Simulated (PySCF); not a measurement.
Geometry (Å), atoms numbered from 1 in this order:
```xyz
15

C     4.3810    0.3209    1.4522
C     3.3004    0.2934    0.8955
C     2.0401    0.2649    0.2366
P     2.1012    0.7920   -1.4430
C     0.4777    0.6663   -1.9948
P    -1.0484    0.1837   -1.3424
C    -0.7328   -0.2691    0.3229
S    -2.0654   -0.8202    1.3236
C    -3.5020   -0.7522    0.2426
P     0.7517   -0.2858    1.2712
H     5.3359    0.3415    1.9440
H     0.3755    0.9711   -3.0464
H    -3.6975    0.2717   -0.1092
H    -3.3907   -1.4222   -0.6229
H    -4.3423   -1.0926    0.8633
```

Computed data (PySCF): PBE0-D3(BJ)/def2-SVP geometry, NMR shieldings at B3LYP/pcSseg-1/GIAO. No solvent, non-relativistic Hamiltonian, one computed conformer, rapidly exchanging positions averaged.

Question: Predict the 2D correlation tables (HSQC, COSY, HMBC).

Answer: 

HSQC (one-bond C–H):
| δH | δC |
| --- | --- |
| 10.23 (H12) | 187.7 (C5) |
| 4.91 (H11) | 109.9 (C1) |
| 2.66 (H13/H14/H15) | 22.3 (C9) |

HMBC (two and three bonds, from the bond graph):
| δH | δC |
| --- | --- |
| 10.23 (H12) | 226.9 (C7), 188.4 (C3) |
| 4.91 (H11) | 188.4 (C3), 89.5 (C2) |
| 2.66 (H13/H14/H15) | 226.9 (C7) |

No COSY cross peaks are expected.

Shifts are taken against calculated references (same method and geometry level): 1H and 13C vs TMS.

Shifts are as computed. Against solution values, carbons near 30 ppm lie about +2 ppm off and those near 130 ppm about +6 ppm. Of 1313 compounds with measured shifts, 239 miss one by over three times the rms of a fit or turn the order of signals round; such compounds aren't used in these exercises.
